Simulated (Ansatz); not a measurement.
`N#CC(N)(F)[SiH3]`. The species carries charge 0 and has multiplicity 1. The structure was optimised at the PBE0-D4/def2-TZVP level. It is one conformer, not always the lowest.

```xyz
11

N    -2.098    1.769   -0.523
C    -1.391    0.932   -0.177
C    -0.438   -0.093    0.254
N    -0.643   -1.277   -0.467
F    -0.631   -0.248    1.650
Si    1.369    0.542    0.020
H    -1.589   -1.633   -0.416
H     0.031   -1.997   -0.250
H     1.613    1.643    0.978
H     1.540    0.991   -1.380
H     2.236   -0.628    0.310
```

What is the dipole moment at r2SCAN/def2-TZVPP? (Best estimate.)

Computed: 3.95 D, with components (2.45, -3.09, -0.10) D in this frame, pointing from negative to positive charge.

And with PBE, B3LYP, ωB97M-V? (An estimate is asked.)

The calculation gave: PBE 3.86 D, B3LYP 3.91 D, ωB97M-V 3.89 D.

Give the Mulliken charges with r2SCAN, ωB97M-V, PBE in def2-TZVPP. (Estimate.)

The calculation gave: 
```tsv
atom	r2SCAN	ωB97M-V	PBE
N1	-0.04	-0.01	0.08
C2	-0.23	-0.21	-0.34
C3	0.33	0.25	0.29
N4	-0.32	-0.25	-0.29
F5	-0.22	-0.21	-0.18
Si6	0.29	0.17	0.20
H7	0.16	0.13	0.16
H8	0.16	0.13	0.16
H9	-0.04	0.01	-0.02
H10	-0.04	0.01	-0.02
H11	-0.06	-0.01	-0.05
```

B3LYP here is the variant with VWN-RPA as its local correlation; programs differ in this.
